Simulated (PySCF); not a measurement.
Potential energy surface of H₇N₂ (cation, charge +1), singlet: proton transfer between two ammonia molecules. Scanned: distance between the heavy atoms and shift of the shared proton from the midpoint. Other coordinates (outer angle at the first heavy atom, outer angle at the second, outer bond length at the first heavy atom, outer bond length at the second) were minimised at PBE0/def2-SVP.

Level of theory: B3LYP/cc-pVTZ (PySCF).

Energy in kcal/mol above the lowest grid point; x is the distance between the heavy atoms (Å), y the shift of the shared proton from the midpoint (Å).

```
y \ x   2.40   2.50  2.60  2.70  2.80  2.90     3  3.10
-----  -----  -----  ----  ----  ----  ----  ----  ----
0.55   184.7  122.7  79.1  49.1  29.0  16.3   9.0   5.7
0.50   126.5   81.6  50.5  29.6  16.2   8.4   4.7   4.1
0.45    85.7   53.1  31.0  16.7   8.1   3.9   2.8   4.1
0.40    57.5   33.7  18.1   8.5   3.5   1.8   2.6   5.2
0.35    38.3   20.9   9.9   3.7   1.2   1.3   3.4   6.9
0.30    25.6   12.7   5.0   1.2   0.4   1.8   4.8   8.9
0.25    17.4    7.6   2.2   0.2   0.6   2.8   6.4  11.0
0.20    12.4    4.7   0.9   0.0   1.2   4.0   8.0  12.9
0.15     9.4    3.2   0.5   0.3   2.0   5.2   9.5  14.5
0.10     7.8    2.5   0.4   0.7   2.8   6.2  10.6  15.7
0.05     7.0    2.2   0.4   1.0   3.3   6.8  11.3  16.4
0        6.8    2.1   0.5   1.1   3.4   7.0  11.5  16.7
```

Points that lie below all their neighbours on the grid: x = 2.70, y = 0.20 (0.0 kcal/mol).
